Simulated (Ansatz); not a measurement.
Total energies of C2H8FInS.

```xyz
13

C    -1.020   -0.566   -1.756
In    0.173   -0.218   -0.018
C     2.218    0.132    0.490
F    -0.803    2.010    0.754
S    -1.151   -0.582    2.068
H    -1.434   -1.575   -1.722
H    -1.842    0.150   -1.762
H    -0.439   -0.450   -2.671
H     2.270    1.008    1.139
H     2.827    0.305   -0.397
H     2.612   -0.728    1.033
H    -1.120    1.386    1.421
H    -2.290   -0.873    1.419
```

The species carries charge 0 and has multiplicity 1. Correlated methods include outer-core shells of In, which these sets cover unevenly. In: def2 effective core potential. The bonds changed during the relaxation, so this is another structure than the one it started from. The geometry is a stationary point of PBE0-D4/def2-TZVP. It is one conformer, not always the lowest. Basis def2-TZVPP, Ansatz 0.2.0.

RPA on PBE orbitals: Hartree–Fock energy of these orbitals -766.62942 Eh, correlation -1.75781 Eh (frozen core).

```json
{"functional": "PBE", "energy without D4 (Eh)": "-768.95091", "D4 term (kJ/mol)": "-25.3"}
{"functional": "revPBE", "energy without D4 (Eh)": "-769.25310", "D4 term (kJ/mol)": "-66.4"}
{"functional": "BLYP", "energy without D4 (Eh)": "-769.22346", "D4 term (kJ/mol)": "-53.2"}
{"functional": "r2SCAN", "energy without D4 (Eh)": "-769.28781", "D4 term (kJ/mol)": "-6.5"}
{"functional": "PBE0", "energy without D4 (Eh)": "-768.99879", "D4 term (kJ/mol)": "-21.9"}
{"functional": "r2SCANh", "energy without D4 (Eh)": "-769.26346", "D4 term (kJ/mol)": "-7.1"}
{"functional": "ωB97X-V", "energy without D4 (Eh)": "-769.19679", "D4 term (kJ/mol)": "–"}
{"functional": "ωB97M-V", "energy without D4 (Eh)": "-769.17686", "D4 term (kJ/mol)": "–"}
{"functional": "B2PLYP", "energy without D4 (Eh)": "-768.85976", "D4 term (kJ/mol)": "–"}
{"functional": "PBE-QIDH", "energy without D4 (Eh)": "-768.69037", "D4 term (kJ/mol)": "–"}
```

Q: Give the same for LDA (SPW92), B97M-V, B3LYP, r2SCAN0, HSE06 (plane-wave form), BHLYP, CAM-B3LYP, LC-ωPBE. (Estimate.)

A: Computed: 
```
             functional  energy without D4 (Eh)  D4 term (kJ/mol)
            LDA (SPW92)              -766.22588                 –
                 B97M-V              -769.19871                 –
                  B3LYP              -769.42955             -40.7
                r2SCAN0              -769.22854              -7.8
HSE06 (plane-wave form)              -768.98054             -20.7
                  BHLYP              -769.15682             -35.0
              CAM-B3LYP              -769.25067             -22.7
                LC-ωPBE              -769.15469                 –
```

B3LYP takes the VWN-RPA correlation (the form of Gaussian; ORCA's B3LYP/G). HSE06 is the plane-wave form, built on full-range PBE exchange. The double hybrids freeze the cores in their second-order part.

LC-ωPBE has ω = 0.4 bohr⁻¹.
